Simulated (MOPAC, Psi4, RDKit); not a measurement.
Internal rotation in C2H5BSe, SMILES B/C=C\[SeH]. Scanned: dihedral C2–C3–Se4–H9; all other coordinates were relaxed at B3LYP-D3(BJ)/def2-SVP. Points at φ and −φ are mirror images. Heavy atoms are numbered in the order of the SMILES B/C=C\[SeH], hydrogens after them in the order of the atoms that carry them; the mirror image has the same energies with the sign of each dihedral reversed.

Levels: UFF // B3LYP-D3(BJ)/def2-SVP (RDKit); PM3, restricted, heats of formation // B3LYP-D3(BJ)/def2-SVP (MOPAC); MP2/cc-pVTZ = DF-MP2 (frozen core)/cc-pVTZ // B3LYP-D3(BJ)/def2-SVP in Psi4.

Energies relative to the lowest point of each profile, in kJ/mol:

```tsv
φ / °	UFF	PM3
-150	19.7	4.5
-120	6.8	11.5
-90	0.0	18.9
-60	12.2	13.0
-30	36.6	5.2
0	49.9	0.0
30	36.6	5.2
60	12.2	13.0
90	0.0	18.9
120	6.8	11.5
150	19.7	4.5
180	26.4	0.4
```

**Question.** Estimate the MP2/cc-pVTZ values at these points.

**Answer.** -150: 5.3; -120: 17.7; -90: 26.0; -60: 20.8; -30: 8.1; 0: 1.0; 30: 8.1; 60: 20.8; 90: 26.0; 120: 17.7; 150: 5.3; 180: 0.0 (kJ/mol).
